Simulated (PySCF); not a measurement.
A calculated (UHF, PySCF 2.14, aug-cc-pVDZ, the non-relativistic Hamiltonian (point nucleus)) atom or ion has these occupied shells.

```tsv
shell	electrons	orbital energy (eV)	rms radius, mean of both spins (bohr)
1s	2	-128.80	0.483
2s	2	-8.419	2.91
```

**Question.** Name the element and its charge.

**Answer.** Be (beryllium, neutral), in [He] 2s2, closed-shell 1S.
